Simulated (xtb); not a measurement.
O2Si, charge -1, doublet, at a GFN2-xTB geometry (a state made from the parent by changing its charge; the spin is typed, not shown lowest). Base run: GFN0-xTB (xtb).

Input for xtb:
```
$ xtb mol.xyz --gfn 0 --chrg -1 --uhf 1 --json

# file mol.xyz
3

O     -1.38660487     0.36377234    -0.18425808
Si    -0.02557603    -0.27268081     0.19968976
O      1.43136292     0.11341908    -0.16519900
```

The base run was repeated with changes; each row names its change, and settings that it needs were set with it.

```csv
change,ΔE vs base (kcal/mol)
base,0.000
etemp = 1000,0.000
acc = 0.1,0.000
acc = 30,0.000
file = coord,0.000
etemp = 3000,-0.625
etemp = 5000,-4.35
```
